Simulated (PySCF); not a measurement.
H₃IO₃Si, SMILES O[Si](I)(O)O. Atoms are numbered in the order given.

```xyz
8

O     -1.5593     0.0694    -1.8094
Si     0.0000     0.0000    -1.2571
O      0.8397     1.3157    -1.8094
O      0.7195    -1.3851    -1.8094
I      0.0000     0.0000     1.2329
H     -2.0992     0.7904    -1.4402
H      1.7341     1.4228    -1.4402
H      0.3651    -2.2131    -1.4402
```
Charge 0, spin multiplicity 1.

Coordinates come from a PBE-D3(BJ)/def2-SVP optimisation. The def2 effective core potentials stand for the cores of I; spin–orbit coupling is left out. One conformer was computed; it need not be the lowest.

Level of theory: PySCF 2.14.0 with PBE-D3(BJ)/def2-SVP.

Frequencies are harmonic and unscaled.

Modes within 1.5 cm⁻¹ of each other (mostly degenerate sets) share a row, with their intensities summed.

Computed normal modes with their intensities:
```csv
mode,ν (cm⁻¹),IR (km/mol),moving atoms (share of kinetic energy)
1–2,105,64.8,"H 64 %, O 30 %"
3,216,3.6,"O 52 %, I 34 %, H 9 %"
4–5,223,88.1,"O 52 %, H 35 %, Si 10 %"
6,291,132.8,H 85 %
7–8,313,18.6,"O 70 %, H 16 %, Si 14 %"
9,415,188.3,"Si 55 %, O 35 %"
10,783,195.2,"O 80 %, Si 19 %"
11–12,789,445.6,"H 71 %, O 27 %"
13,812,158.7,"H 91 %, O 8 %"
14–15,971,208.0,"Si 46 %, O 39 %, H 15 %"
16–18,3765,274.8,H 94 %
```
